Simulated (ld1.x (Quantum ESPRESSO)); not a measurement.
## Which change was made? (Mn, TM)

manganese (Mn), norm-conserving Troullier–Martins (Kleinman–Bylander form), made with ld1.x (Quantum ESPRESSO) 7.5 (PBE, scalar-relativistic). Core [Ne], reference 3s2 3p6 3d5 4s2 4p0. Waves: 3p (bound): rc 1.25 bohr; 3d (bound): rc 1.00 bohr; 3s (bound): rc 0.95 bohr. Local part: the s channel. Core correction: none.

Occupied shells without a wave of their own: 4s. They enter only through the test configuration that unscreens the potential.

Cutoffs, loose and tight: the cutoffs (Ry, on a coarse ladder) from which the occupation-weighted sum of valence levels, in a spherical-Bessel basis at the reference potential, stays within 10 and 1 mRy of its value at 400 Ry. They do not see the model core or the augmentation charge, which bear on the density cutoff. Test errors are all-electron minus pseudo excitation energies from the reference, over the configurations 3s2 3p6 3d5 4s1 4p0; 3s2 3p6 3d5 4s0 4p0; 3s2 3p6 3d4 4s0 4p0; 3s2 3p6 3d6 4s0 4p0; 3s2 3p6 3d4 4s2 4p0; 3s2 3p6 3d3 4s0 4p0; 3s2 3p6 3d5.5 4s1.5 4p0; variants that change the core or the reference have their own tests.

The base gives: outcome: generated; cutoff, loose: 180 Ry; cutoff, tight: 300 Ry; bound ghosts: none; largest test error (meV): -633.

On the changes marked as counting shells twice: ld1.x takes every shell without a wave as core, so the model core holds the marked electrons as well and exchange and correlation see them twice. This cancels in the reference configuration, but the file is broken for other ones, and its errors say nothing about a proper core correction.

Question: After one change the result is: outcome: generated, misses its reference levels by 0.20 eV; cutoff, loose: 180 Ry; cutoff, tight: 260 Ry; bound ghosts: none; largest test error (meV): -1441. Which change was it?
A. wave 3s (bound): rc 0.95 bohr becomes 3s (bound): rc 1.08 bohr
B. all radii scaled by about 0.86 (s 0.82, p 1.08, d 0.86 bohr)
C. core correction a·sin(br)/r model core inside 0.78 bohr (4s counted twice)
D. reference 3s2 3p6 3d5 4s1.5 4p0

Answer: A. The others give: all radii scaled by about 0.86 (s 0.82, p 1.08, d 0.86 bohr) → outcome: generated; cutoff, loose: 230 Ry; cutoff, tight: over 300 Ry; bound ghosts: none; largest test error (meV): -302 | core correction a·sin(br)/r model core inside 0.78 bohr (4s counted twice) → outcome: generated; cutoff, loose: 180 Ry; cutoff, tight: 300 Ry; bound ghosts: none; largest test error (meV): -1755 | reference 3s2 3p6 3d5 4s1.5 4p0 → outcome: generated; cutoff, loose: 180 Ry; cutoff, tight: 300 Ry; bound ghosts: none; largest test error (meV): -229.
